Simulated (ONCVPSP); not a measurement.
**Reading a pseudo-wave (cobalt)**

Columns: radius, all-electron u(r) and pseudo u(r) of the 3p shell (level -74.43 eV) of cobalt in the configuration [Ne] 3s2 3p6 3d7 4s1; LDA (Perdew-Wang 92), scalar-relativistic, ONCV scheme, ONCVPSP 4.0.1.

```
r (bohr)  all-electron  pseudo
   0.078       -0.4711  0.0394
   0.155       -0.6090  0.1514
   0.232       -0.3040  0.3206
   0.310        0.1557  0.5243
   0.388        0.5788  0.7366
   0.465        0.8881  0.9323
   0.542        1.0803  1.0860
   0.620        1.1731  1.1730
   0.698        1.1889  1.1887
   0.775        1.1533  1.1531
   0.852        1.0860  1.0858
   0.930        0.9996  0.9995
   1.008        0.9054  0.9053
   1.085        0.8113  0.8112
   1.162        0.7203  0.7202
   1.240        0.6337  0.6336
   1.318        0.5543  0.5542
   1.395        0.4832  0.4831
   1.472        0.4197  0.4196
   1.550        0.3625  0.3625
   1.628        0.3123  0.3122
   1.705        0.2689  0.2688
   1.782        0.2310  0.2310
   1.860        0.1978  0.1977
   1.938        0.1690  0.1690
   2.015        0.1446  0.1445
```

How many radial nodes do the two functions have?

The all-electron 3p function has n − l − 1 = 1; the pseudo-wave has 0, since the states of the same l below it are removed with the core.

At about which radius was the pseudo-wave matched?

0.70 bohr. The columns agree to 0.0005 from 0.62 bohr on; several derivatives are matched, so the curves merge somewhat inside the radius.

Is the pseudo-wave norm-conserving?

Yes: the ONCV scheme keeps the norm inside the radius equal to the all-electron one, which fixes the energy derivative of the logarithmic derivative at the level.
